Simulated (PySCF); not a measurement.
CHOS, charge +1, singlet, at a GFN2-xTB geometry; PBE/def2-SVP run with PySCF.

Here is a job for PySCF.
```python
from pyscf import gto, scf, dft

mol = gto.Mole()
mol.atom = '''
    O    -0.051685    0.007582   -1.622180
    C     0.028890   -0.021204   -0.402282
    S    -0.022332    0.026657    1.103045
    H     0.597450   -0.359945   -2.257586
'''
mol.basis = 'def2-svp'
mol.charge = 1
mol.spin = 0
mol.verbose = 4
mol.build()

mf = dft.RKS(mol)
mf.xc = 'pbe'
mf.kernel()
mf.analyze()
```

Output, abridged:

```
PySCF version 2.14.0

[INPUT] verbose = 4
[INPUT] num. atoms = 4
[INPUT] num. electrons = 30
[INPUT] charge = 1
[INPUT] spin (= nelec alpha-beta = 2S) = 0
[INPUT] symmetry False subgroup None
[INPUT] Mole.unit = angstrom
[INPUT] Symbol           X                Y                Z      unit          X                Y                Z       unit  Magmom
[INPUT]  1 O     -0.051685000000   0.007582000000  -1.622180000000 AA   -0.097670494748   0.014327903476  -3.065475924747 Bohr   0.0
[INPUT]  2 C      0.028890000000  -0.021204000000  -0.402282000000 AA    0.054594187739  -0.040069752745  -0.760202804842 Bohr   0.0
[INPUT]  3 S     -0.022332000000   0.026657000000   1.103045000000 AA   -0.042201363814   0.050374429303   2.084452953071 Bohr   0.0
[INPUT]  4 H      0.597450000000  -0.359945000000  -2.257586000000 AA    1.129016873121  -0.680197469907  -4.266219242652 Bohr   0.0

nuclear repulsion = 87.7284905938305
number of shells = 23
number of NR pGTOs = 91
number of NR cGTOs = 51
basis = def2-svp
ecp = {}

******** <class 'pyscf.dft.rks.RKS'> ********
method = RKS
initial guess = minao
damping factor = 0
level_shift factor = 0
DIIS = <class 'pyscf.scf.diis.CDIIS'>
diis_start_cycle = 1
diis_space = 8
diis_damp = 0
SCF conv_tol = 1e-09
SCF conv_tol_grad = None
SCF max_cycles = 50
direct_scf = True
direct_scf_tol = 1e-13
XC library pyscf.dft.libxc version 7.1.2
    S. Lehtola, C. Steigemann, M. J. T. Oliveira, and M. A. L. Marques,  SoftwareX 7, 1–5 (2018)
XC functionals = pbe
    J. P. Perdew, K. Burke, and M. Ernzerhof,  Phys. Rev. Lett. 77, 3865 (1996)
    J. P. Perdew, K. Burke, and M. Ernzerhof,  Phys. Rev. Lett. 78, 1396 (1997)
    J. P. Perdew, K. Burke, and M. Ernzerhof,  Phys. Rev. Lett. 77, 3865 (1996)
    J. P. Perdew, K. Burke, and M. Ernzerhof,  Phys. Rev. Lett. 78, 1396 (1997)
radial grids:
    Treutler-Ahlrichs [JCP 102, 346 (1995); DOI:10.1063/1.469408] (M4) radial grids

becke partition: Becke, JCP 88, 2547 (1988); DOI:10.1063/1.454033
pruning grids: <function nwchem_prune>
grids dens level: 3
symmetrized grids: False
atomic radii adjust function: <function treutler_atomic_radii_adjust>
small_rho_cutoff = 0
Set gradient conv threshold to 3.16228e-05
Initial guess from minao.
tot grids = 56888
init E= -512.110216800881
  HOMO = -0.320613332155855  LUMO = -0.112831443234606  gap/eV = 5.65403
cycle= 1 E= -511.229802550124  delta_E= 0.88  |g|= 0.506  |ddm|= 2.43
  HOMO = -0.526049237102714  LUMO = -0.38184248425398  gap/eV = 3.92407
cycle= 2 E= -511.000276993443  delta_E= 0.23  |g|= 1.19  |ddm|= 1.03
  HOMO = -0.539632908259666  LUMO = -0.357946839505477  gap/eV = 4.94393
cycle= 3 E= -511.281330194966  delta_E= -0.281  |g|= 0.0693  |ddm|= 0.753
  HOMO = -0.544518718134981  LUMO = -0.36046126240458  gap/eV = 5.00846
cycle= 4 E= -511.282220849269  delta_E= -0.000891  |g|= 0.0385  |ddm|= 0.0971
  HOMO = -0.542634741657313  LUMO = -0.36002825109577  gap/eV = 4.96898
cycle= 5 E= -511.282379725831  delta_E= -0.000159  |g|= 0.0307  |ddm|= 0.061
  HOMO = -0.54146259881469  LUMO = -0.358432044509694  gap/eV = 4.98052
cycle= 6 E= -511.282648248599  delta_E= -0.000269  |g|= 0.00484  |ddm|= 0.0321
  HOMO = -0.541763247514051  LUMO = -0.358747543573976  gap/eV = 4.98011
cycle= 7 E= -511.282654453257  delta_E= -6.2e-06  |g|= 0.000655  |ddm|= 0.0039
  HOMO = -0.541734384227015  LUMO = -0.358726518832451  gap/eV = 4.97990
cycle= 8 E= -511.282654589194  delta_E= -1.36e-07  |g|= 7.25e-05  |ddm|= 0.000783
  HOMO = -0.541730398843061  LUMO = -0.358722832089396  gap/eV = 4.97989
cycle= 9 E= -511.282654590659  delta_E= -1.46e-09  |g|= 2.36e-05  |ddm|= 9.73e-05
  HOMO = -0.541732122819495  LUMO = -0.358723836466076  gap/eV = 4.97991
cycle= 10 E= -511.282654590834  delta_E= -1.75e-10  |g|= 2.53e-06  |ddm|= 2.49e-05
  HOMO = -0.541732080364691  LUMO = -0.358723603406469  gap/eV = 4.97991
Extra cycle  E= -511.282654590819  delta_E= 1.5e-11  |g|= 7.77e-06  |ddm|= 8.44e-06
converged SCF energy = -511.282654590819
**** SCF Summaries ****
Total Energy =                        -511.282654590819391
Nuclear Repulsion Energy =              87.728490593830472
One-electron Energy =                 -869.393263454300495
Two-electron Energy =                  270.382118269650618
Two-electron Coulomb Energy =          309.788998129670119
DFT Exchange-Correlation Energy =      -39.406879860019508
HOMO-LUMO gap [eV] =                     4.979914311442463
**** MO energy ****
MO #1   energy= -88.3452416053914  occ= 2
MO #2   energy= -19.1462232341871  occ= 2
MO #3   energy= -10.3173967634953  occ= 2
MO #4   energy= -7.99056542627108  occ= 2
MO #5   energy= -6.01685516924554  occ= 2
MO #6   energy= -6.01315968771879  occ= 2
MO #7   energy= -6.01128759016596  occ= 2
MO #8   energy= -1.33360752250343  occ= 2
MO #9   energy= -1.03366457144371  occ= 2
MO #10  energy= -0.915821195553964 occ= 2
MO #11  energy= -0.717169077337058 occ= 2
MO #12  energy= -0.699199109835226 occ= 2
MO #13  energy= -0.683403822641988 occ= 2
MO #14  energy= -0.55716470021181  occ= 2
MO #15  energy= -0.541732080364691 occ= 2
MO #16  energy= -0.358723603406469 occ= 0
MO #17  energy= -0.334167044425392 occ= 0
MO #18  energy= -0.244641469698732 occ= 0
MO #19  energy= -0.160603600177639 occ= 0
MO #20  energy= -0.0749583278644375 occ= 0
MO #21  energy= 0.143273341201307  occ= 0
MO #22  energy= 0.155886417333281  occ= 0
MO #23  energy= 0.187576673258318  occ= 0
 ** Mulliken pop on meta-lowdin orthogonal AOs  **
 ** Mulliken pop  **
 ** Mulliken atomic charges  **
charge of    0O =     -0.16107
charge of    1C =      0.22669
charge of    2S =      0.49900
charge of    3H =      0.43538

WARN: System has nonzero charge 1; the dipole moment is origin-dependent.
Location of origin: [0. 0. 0.]

Dipole moment(X, Y, Z, Debye):  1.36164, -0.78359, -2.30869
```
